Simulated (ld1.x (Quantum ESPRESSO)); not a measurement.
**Logarithmic derivatives: cobalt, ultrasoft**

Co (Z = 27), ultrasoft, made with ld1.x (Quantum ESPRESSO) 7.5 (PBEsol, scalar-relativistic). Core [Ne] 3s2, reference 3p6 3d7 4s2 4p0. Waves: 4s (bound): rcut 1.80, rcutus 2.45 bohr; 4s channel at 4.6 Ry: rcut 1.80, rcutus 2.45 bohr; 3p (bound): rcut 1.15, rcutus 1.50 bohr; 4p (bound, empty): rcut 1.15, rcutus 1.50 bohr; 3d (bound): rcut 1.50, rcutus 1.70 bohr; 3d channel at 0.6 Ry: rcut 1.50, rcutus 1.70 bohr. Local part: all-electron potential smoothed inside 2.40 bohr (lloc = -1). Core correction: none. Augmentation charge: built from norm-conserving waves at rcut, not smoothed further.

The phase is arctan(r·u′/u) with u = r·R(r), unwrapped; energies in Ry, scanned from -7 to 5 Ry. A pole is an energy at which the radial function vanishes at the test radius. The pseudo phase is shifted by a multiple of π to meet the all-electron one at the reference energy, and phase errors are pseudo minus all-electron; the curves can meet again beyond the range given. Levels narrower than the energy grid can be missing from the lists of poles.

For each channel, where are the poles, and over which energies does the pseudopotential scatter like the atom?

```
channel  radius (bohr)  reference energy (Ry)  poles, all-electron  poles, pseudo  unbroken range about the reference energy with phases within 0.05 rad  phase error 1 Ry above the reference energy (rad)
      s           2.65                  -0.40                 1.23           1.28                                                              below 3.6                                             +0.005
      p           2.65                  -0.09          -4.80, 2.21    -4.80, 2.30                                       not even at the reference energy                                             +0.290
      d           2.65                  -0.60          -0.51, 3.96          -0.50                                                            -0.7 to 0.0                                             +0.100
```

A Bessel basis up to 400 Ry misses an occupied level by 0.55 Ry, so cutoffs and ghosts were not judged. Its overlap operator is not positive definite in a basis up to 400 Ry (lowest eigenvalue d -0.0047), so the file is unfit for use: the generalised eigenproblem breaks down once the basis is large enough, and its test numbers describe a broken file.

Phases in the d channel:

```
E (Ry)  all-electron  pseudo
 -7.00         1.430   1.430
 -6.74         1.427   1.428
 -6.48         1.425   1.425
 -6.22         1.421   1.422
 -5.96         1.418   1.419
 -5.70         1.415   1.416
 -5.44         1.411   1.413
 -5.18         1.408   1.409
 -4.92         1.404   1.405
 -4.66         1.399   1.401
 -4.40         1.394   1.396
 -4.14         1.389   1.391
 -3.88         1.383   1.386
 -3.62         1.377   1.380
 -3.36         1.370   1.373
 -3.10         1.362   1.366
 -2.84         1.353   1.358
 -2.58         1.343   1.348
 -2.32         1.330   1.337
 -2.06         1.315   1.324
 -1.80         1.297   1.308
 -1.54         1.272   1.286
 -1.28         1.234   1.252
 -1.02         1.160   1.186
 -0.76         0.815   0.865
 -0.50        -1.586  -1.572
 -0.24        -1.801  -1.767
  0.02        -1.887  -1.833
  0.28        -1.964  -1.881
  0.54        -2.056  -1.927
  0.80        -2.189  -1.979
  1.06        -2.408  -2.043
  1.32        -2.801  -2.126
  1.58        -3.393  -2.241
  1.84        -3.908  -2.408
  2.10        -4.207  -2.655
  2.36        -4.376  -3.004
  2.62        -4.480  -3.410
  2.88        -4.552  -3.762
  3.14        -4.604  -4.011
  3.40        -4.645  -4.178
  3.66        -4.679  -4.293
  3.92        -4.708  -4.374
  4.18        -4.734  -4.435
  4.44        -4.759  -4.481
  4.70        -4.784  -4.518
  4.96        -4.809  -4.548
```
